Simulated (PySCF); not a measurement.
**[Pr(H2O)3]3+ relaxed at several levels**

Computed with PySCF 2.14.0, def2-SVP on the ligands, density fitting, scalar-relativistic core potentials, no spin-orbit coupling, vacuum. Each row is relaxed at its own level from the same template. Distances are means of the shortest metal–ligand contacts, charges and spins Mulliken's; removal energies are rigid, with the ligand's formal charge and no counterpoise, so too large; for an anion taken off a cation in vacuum most of it is the attraction of opposite charges, and multiply charged cations can part far more cheaply with an electron moved from ligand to metal. lcecp potentials hold a fixed number of 4f electrons in the core, out of states, spins and gaps.

```tsv
level	basis on the metal	point group	M–H2O (Å)	charge on M (e)	removal of one H2O (eV)	strongest infrared band, degenerate modes summed (cm⁻¹)	unstable modes (below −25 cm⁻¹)
PBE0	lcecp-1-SVP with ECP48	D3h	2.374	2.08	3.45	–	4
```

Task: What does the calculation give for PBE, lcecp-1-SVP with ECP48?

Result: point group: D3, nearly D3h, M–H2O (Å): 2.363, charge on M (e): 1.90, removal of one H2O (eV): 3.61, strongest infrared band, degenerate modes summed (cm⁻¹): 3443, unstable modes (below −25 cm⁻¹): 0 (lowest -10 cm⁻¹, within noise).
```xyz
10

Pr    0.0000    0.0000    0.0000
O     2.3633    0.0000    0.0000
H     2.9870    0.7769    0.0556
H     2.9870   -0.7769   -0.0556
O    -1.1817    2.0467    0.0000
H    -2.1663    2.1983    0.0556
H    -0.8206    2.9752   -0.0556
O    -1.1817   -2.0467    0.0000
H    -0.8207   -2.9752    0.0556
H    -2.1663   -2.1983   -0.0556
```

Members with unstable modes aren't minima as they stand: saddle points kept by symmetry or, where the modes are soft, flat surfaces and noise. Moved off a saddle point of the template and relaxed again: PBE. One start shape was tried for each, so a minimum needn't be the lowest isomer.
